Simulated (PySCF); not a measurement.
Gas-phase reaction: 2 Sb + 6 HI ⇌ 2 SbI3 + 3 H2

Computed with PySCF (xtb for GFN2) and rigid-rotor harmonic-oscillator thermochemistry at 1 bar. † marks an energy on the PBE0/def2-TZVP geometry and frequencies; other levels use their own. MP2 and CCSD(T) freeze the core. Open shells (unrestricted): Sb (multiplicity 4); the rest are closed-shell singlets. GFN2 has no spin-polarisation term. B3LYP is the form with VWN-RPA correlation. I, Sb: scalar-relativistic def2 core potential, no spin-orbit coupling. MP2 isn't extrapolated to the basis-set limit. CCSD(T) isn't extrapolated to the basis-set limit.

```json
[
 {"level": "B3LYP/def2-TZVP†", "ΔH°(298 K), kJ": "[?]"},
 {"level": "CCSD(T)/def2-SVP†", "ΔH°(298 K), kJ": "[?]"},
 {"level": "GFN2-xTB", "ΔH°(298 K), kJ": "[?]"},
 {"level": "HF/def2-TZVP†", "ΔH°(298 K), kJ": "-354"},
 {"level": "MP2/def2-TZVPP†", "ΔH°(298 K), kJ": "-692"},
 {"level": "r2SCAN/def2-TZVP†", "ΔH°(298 K), kJ": "-761"},
 {"level": "ωB97M-V/def2-TZVP†", "ΔH°(298 K), kJ": "[?]"},
 {"level": "ωB97X-V/def2-TZVP†", "ΔH°(298 K), kJ": "-752"}
]
```

Question: Complete the blanks.

Answer: 
- B3LYP/def2-TZVP†, ΔH°(298 K), kJ: -716
- CCSD(T)/def2-SVP†, ΔH°(298 K), kJ: -506
- GFN2-xTB, ΔH°(298 K), kJ: -884
- ωB97M-V/def2-TZVP†, ΔH°(298 K), kJ: -708
